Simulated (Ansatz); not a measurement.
Tetraphenylphosphonium pentafluorobenzenesulfonate (C30H20F5O3PS), relaxed as a singlet with RKS PBE-D4/def2-SVP in Ansatz, starting from the GFN2-xTB geometry. Force threshold 0.03 eV/Å.

Single mean-field runs in def2-SVP are fitted with def2-universal-jkfit. In the singlet geometry the species has come apart into loosely held pieces.

Start:

Cartesian coordinates in Å:
```
O 2.786 -0.141 1.933
S 1.363 -0.022 1.905
O 0.828 1.302 2.008
O 0.705 -0.838 0.844
C 0.793 -0.941 3.402
C -0.208 -0.480 4.237
F -0.906 0.613 3.939
C -0.528 -1.155 5.416
F -1.501 -0.700 6.211
C 0.166 -2.310 5.763
F -0.119 -2.946 6.902
C 1.149 -2.804 4.911
F 1.792 -3.932 5.223
C 1.447 -2.115 3.736
F 2.362 -2.630 2.922
C -0.613 -3.840 -3.040
C -0.157 -3.825 -1.733
C 0.022 -2.625 -1.066
C -0.261 -1.415 -1.698
P -0.016 0.213 -0.914
C -1.315 0.642 0.283
C -2.116 -0.364 0.804
C -3.160 -0.040 1.652
C -3.404 1.282 1.982
C -2.600 2.283 1.464
C -1.561 1.968 0.608
C -0.617 1.350 -2.257
C -1.986 1.581 -2.399
C -2.465 2.452 -3.359
C -1.584 3.102 -4.208
C -0.226 2.854 -4.104
C 0.254 1.987 -3.135
C 1.724 0.733 -0.849
C 2.732 -0.181 -1.129
C 4.054 0.205 -1.004
C 4.369 1.488 -0.592
C 3.362 2.398 -0.323
C 2.037 2.028 -0.460
C -0.737 -1.444 -3.009
C -0.907 -2.645 -3.673
H -0.735 -4.777 -3.563
H 0.067 -4.753 -1.227
H 0.397 -2.620 -0.057
H -1.910 -1.392 0.546
H -3.784 -0.825 2.057
H -4.216 1.532 2.648
H -2.788 3.313 1.724
H -0.948 2.754 0.196
H -2.686 1.072 -1.751
H -3.528 2.626 -3.440
H -1.957 3.791 -4.951
H 0.464 3.345 -4.776
H 1.317 1.804 -3.064
H 2.483 -1.193 -1.412
H 4.842 -0.503 -1.210
H 5.402 1.774 -0.466
H 3.604 3.398 0.007
H 1.255 2.737 -0.236
H -0.967 -0.526 -3.527
H -1.266 -2.644 -4.692
```

| step | energy (eV) | largest force component (eV/Å) | SCF passes |
| --- | --- | --- | --- |
| 1 | -71172.5642 | 3.140 | 22 |
| 2 | -71173.2513 | 1.632 | 22 |
| 3 | -71173.3895 | 0.417 | 21 |
| 4 | -71173.4630 | 0.280 | 21 |
| 5 | -71173.4999 | 0.293 | 22 |
| 6 | -71173.5177 | 0.285 | 21 |
| 7 | -71173.5285 | 0.129 | 21 |
| 8 | -71173.5330 | 0.055 | 21 |
| 9 | -71173.5369 | 0.063 | 21 |
| 10 | -71173.5397 | 0.075 | 21 |
| 11 | -71173.5423 | 0.083 | 20 |
| 14 | -71173.5524 | 0.091 | 20 |
| 17 | -71173.5612 | 0.093 | 21 |
| 20 | -71173.5664 | 0.070 | 20 |
| 23 | -71173.5713 | 0.081 | 21 |
| 26 | -71173.5761 | 0.073 | 21 |
| 29 | -71173.5794 | 0.077 | 21 |
| 32 | -71173.5834 | 0.076 | 21 |
| 35 | -71173.5883 | 0.090 | 22 |
| 38 | -71173.6017 | 0.149 | 21 |
| 41 | -71173.6195 | 0.154 | 22 |
| 44 | -71173.6377 | 0.135 | 21 |
| 47 | -71173.6455 | 0.027 | 23 |
| 50 | -71173.6474 | 0.026 | 22 |

Force components are those of the run's own axes.

End:

Cartesian coordinates in Å:
```
O 3.071 -0.564 3.305
S 1.871 -0.037 2.621
O 1.646 1.440 2.695
O 1.671 -0.581 1.219
C 0.458 -0.790 3.544
C -0.323 -0.074 4.463
F -0.123 1.222 4.716
C -1.412 -0.678 5.117
F -2.194 0.044 5.932
C -1.701 -2.032 4.898
F -2.741 -2.608 5.511
C -0.913 -2.772 4.002
F -1.190 -4.066 3.785
C 0.167 -2.153 3.356
F 0.886 -2.912 2.518
C 0.077 -4.064 -2.464
C 0.754 -3.728 -1.281
C 0.808 -2.398 -0.841
C 0.158 -1.398 -1.599
P 0.206 0.334 -1.034
C -0.789 0.534 0.467
C -1.623 -0.528 0.871
C -2.548 -0.328 1.903
C -2.629 0.917 2.547
C -1.788 1.966 2.151
C -0.876 1.787 1.103
C -0.738 1.310 -2.275
C -2.149 1.287 -2.221
C -2.899 1.997 -3.168
C -2.251 2.742 -4.167
C -0.850 2.777 -4.215
C -0.091 2.064 -3.274
C 1.907 0.956 -1.131
C 2.664 0.508 -2.233
C 3.958 1.011 -2.436
C 4.492 1.952 -1.543
C 3.737 2.379 -0.439
C 2.444 1.886 -0.222
C -0.521 -1.730 -2.790
C -0.556 -3.065 -3.220
H 0.043 -5.112 -2.801
H 1.250 -4.508 -0.684
H 1.334 -2.118 0.087
H -1.548 -1.509 0.382
H -3.198 -1.158 2.217
H -3.335 1.063 3.378
H -1.830 2.934 2.670
H -0.243 2.626 0.785
H -2.662 0.719 -1.430
H -3.998 1.975 -3.119
H -2.843 3.305 -4.905
H -0.337 3.369 -4.988
H 1.007 2.104 -3.312
H 2.255 -0.246 -2.923
H 4.553 0.652 -3.288
H 5.510 2.339 -1.698
H 4.167 3.084 0.288
H 1.912 2.149 0.705
H -1.022 -0.952 -3.384
H -1.085 -3.323 -4.150
```

Bonds lost: O4–P20 (atoms count from 1). The end holds 2 separate pieces.

The force fell under the threshold at step 47, but the optimiser went on. No frequencies were taken in this run, so the end may be a saddle point.

Hardware: 2 threads of AMD EPYC 7R13 on a shared host and a share (18 GiB) of an NVIDIA H100 80GB HBM3. Wall time 5.4 min, peak host memory 1.2 GiB.
